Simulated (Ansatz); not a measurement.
Geometry optimisation, RKS B3LYP-D4/def2-SVP (Ansatz 0.2.0).

input.yaml

```yaml
crystal:
  periodic: [false, false, false]
  atoms:
    - { symbol: Ga, position_ang: [0.0, 0.0, 0.0] }
    - { symbol: C, position_ang: [1.4139, 0.0, 1.6593] }
    - { symbol: H, position_ang: [0.4143, -0.3092, 2.0298] }
    - { symbol: H, position_ang: [2.1815, -0.7111, 2.0298] }
    - { symbol: C, position_ang: [1.7316, 1.3971, 2.1667] }
    - { symbol: H, position_ang: [2.3299, 1.3257, 3.0989] }
    - { symbol: H, position_ang: [2.3115, 1.9479, 1.3969] }
    - { symbol: H, position_ang: [0.7859, 1.9396, 2.3752] }
    - { symbol: H, position_ang: [1.7614, 0.0, 0.174] }
    - { symbol: H, position_ang: [-1.3596, 0.0, -0.785] }
basis:
  gaussian: { orbitals: def2-SVP }
hamiltonian:
  xc: b3lyp
  dispersion: d4
relax:
  f_tol: 0.15
  max_steps: 25
  restrain:
    - { distance: [1, 8], at: 1.11, k: 30.0 }
    - { distance: [0, 1], at: 3.18, k: 30.0 }
    - { distance: [0, 8], at: 2.77, k: 30.0 }
```

Run as:

```bash
$ ansatz run input.yaml --threads 2 --pin off --max-ram 3072MiB --backend cpu --events-out ev --progress --plain --runs-dir out
```

Question: Where does it end, and by what steps?

Answer: The run converged. The restraints hold the end off the free minimum. The force dipped under the threshold on the way, but the program's further checks kept it going. After 16 steps the energy has fallen by 5.122 eV (the restraints' own energy left out); H10 moved furthest, 1.27 Å. Parted: Ga1–C2 (2.18 → 3.18 Å). Joined: C2–H9 (1.53 → 1.11 Å).

```tsv
step	energy less start (eV)	largest force component (eV/Å)	accepted
0	0.0000	3.109	yes
1	-0.1887	5.780	yes
2	-0.6634	9.366	yes
3	-2.1243	8.316	yes
4	-3.6200	4.405	yes
5	-4.5810	1.448	yes
6	-4.8079	1.023	yes
7	-4.8672	0.725	yes
8	-4.9167	0.365	yes
9	-4.9730	0.265	yes
10	-5.0204	0.252	yes
11	-5.0579	0.246	yes
12	-5.0915	0.209	yes
13	-5.1164	0.134	yes
14	-5.1214	0.170	yes
15	-5.1135	0.588	no
16	-5.1222	0.080	yes
```

```xyz
10
Properties=species:S:1:pos:R:3
Ga -0.240 0.654 -0.763
C 1.708 -0.152 1.622
H 0.767 -0.698 1.790
H 2.488 -0.647 2.223
C 1.575 1.324 1.990
H 1.290 1.450 3.045
H 2.516 1.872 1.823
H 0.795 1.833 1.394
H 2.004 -0.284 0.563
H -1.332 0.237 0.459
```

Time of the run: 41 s on 2 threads of Arm Neoverse V1, on a shared host, peak memory 0.2 GiB.
